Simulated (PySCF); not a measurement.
A PySCF script (with the pyscf-properties extension) for the NMR shieldings of `C#C[Si@@H]([SiH2]C)C1CC1`, C$_{6}$H$_{12}$Si$_{2}$, on a GFN2-xTB geometry:

```python
import basis_set_exchange as bse
import numpy as np
from pyscf import gto, dft
from pyscf.prop import nmr

atoms = """
C     0.195860    3.360354    0.539625
C     0.042129    2.338239   -0.075333
Si   -0.137189    0.737165   -1.000029
Si    1.687256   -0.645723   -0.611778
C     2.484930   -0.247548    1.066108
C    -1.775538    0.000069   -0.406444
C    -2.108060   -1.431149   -0.719727
C    -1.795355   -1.033045    0.683797
H     0.318441    4.260385    1.071886
H    -0.326908    1.120550   -2.414695
H     2.716040   -0.495600   -1.651827
H     1.334839   -2.076572   -0.606289
H     2.800737    0.791364    1.108599
H     3.357814   -0.867354    1.251499
H     1.788885   -0.408006    1.885228
H    -2.622100    0.678118   -0.408616
H    -3.129708   -1.680316   -0.967923
H    -1.381135   -2.024716   -1.255950
H    -0.854423   -1.356766    1.106244
H    -2.601660   -1.008769    1.402588
"""
names = dict.fromkeys(["C", "Si", "H"], "pcSseg-1")
basis = {el: gto.basis.parse(bse.get_basis(n, elements=[el], fmt="nwchem")) for el, n in names.items()}
mol = gto.M(atom=atoms, basis=basis, charge=0, verbose=0)
mf = dft.RKS(mol, xc="PBE0")
mf.grids.level = 2
mf.grids.alignment = dft.numint.BLKSIZE   # the property module wants whole blocks of grid points
mf.conv_tol = 1e-9
mf.kernel()

calc = nmr.RKS(mf)   # GIAO
C = mf.mo_coeff
Co = C[:, mf.mo_occ > 0]
resp = mf.gen_response(singlet=True, hermi=2)
def vind(x):   # induced exchange potential for any number of trial vectors
    d = np.einsum("pi,xij,qj->xpq", C, 2 * x.reshape(-1, C.shape[1], Co.shape[1]), Co, optimize=True)
    return np.einsum("xpq,pi,qj->xij", resp(d - d.transpose(0, 2, 1)), C, Co, optimize=True).ravel()
mo1, _ = nmr.rhf.solve_mo1(calc, with_cphf=vind)
sigma = calc.kernel(mo1)
for i, s in enumerate(sigma):   # ppm
    w = np.linalg.eigvalsh((s + s.T) / 2)
    print("%2d %-2s iso %8.1f  s11 %8.1f  s22 %8.1f  s33 %8.1f" % (i, mol.atom_pure_symbol(i), w.mean(), *w))
```

Problem. What are the results?

Solution. 
```
 0 C  iso     81.9  s11     -2.5  s22      2.7  s33    245.6
 1 C  iso     98.7  s11     -0.9  s22      6.7  s33    290.4
 2 Si iso    406.0  s11    370.7  s22    400.5  s33    446.7
 3 Si iso    438.2  s11    410.9  s22    420.7  s33    482.9
 4 C  iso    196.2  s11    189.5  s22    198.7  s33    200.3
 5 C  iso    189.9  s11    159.0  s22    182.8  s33    227.9
 6 C  iso    184.7  s11    157.8  s22    178.3  s33    218.1
 7 C  iso    182.3  s11    152.3  s22    176.8  s33    217.8
 8 H  iso     29.7  s11     24.4  s22     24.7  s33     40.0
 9 H  iso     26.9  s11     23.3  s22     24.9  s33     32.4
10 H  iso     28.0  s11     24.1  s22     25.8  s33     34.1
11 H  iso     28.1  s11     24.3  s22     27.8  s33     32.3
12 H  iso     31.3  s11     26.1  s22     29.6  s33     38.2
13 H  iso     31.4  s11     26.2  s22     27.8  s33     40.1
14 H  iso     31.6  s11     26.6  s22     30.4  s33     37.9
15 H  iso     31.6  s11     24.1  s22     28.2  s33     42.4
16 H  iso     31.1  s11     24.8  s22     26.3  s33     42.1
17 H  iso     31.6  s11     24.6  s22     30.2  s33     40.1
18 H  iso     31.6  s11     24.7  s22     29.8  s33     40.3
19 H  iso     30.9  s11     24.9  s22     26.2  s33     41.7
```

These numbers come from an equivalent density-fitted implementation of the same equations, which agrees with the script to about 0.01 ppm for H and up to a few tenths of a ppm for heavy atoms, so last digits may differ.

Problem. Turn these shieldings into chemical shifts. Shifts are taken against calculated references (same method and geometry level): 13C (σ = 186.93 ppm) and 29Si (σ = 349.16 ppm) and 1H (σ = 31.72 ppm) vs TMS.

Solution. Averaging equivalent atoms: C 0: 105.0; C 1: 88.2; C 7: 4.6; C 6: 2.2; C 5: -3.0; C 4: -9.3; Si 2: -56.8; Si 3: -89.0; H 9: 4.85; H 10: 3.70; H 11: 3.58; H 8: 2.02; H 19: 0.77; H 16: 0.63; H 12/13/14: 0.30; H 15: 0.14; H 18: 0.10; H 17: 0.08 ppm. 

Size and cost of the density-fitted run: 210 basis functions, 68 s wall time on 1 thread of an Arm Neoverse N1, shared host; peak memory 0.96 GiB.
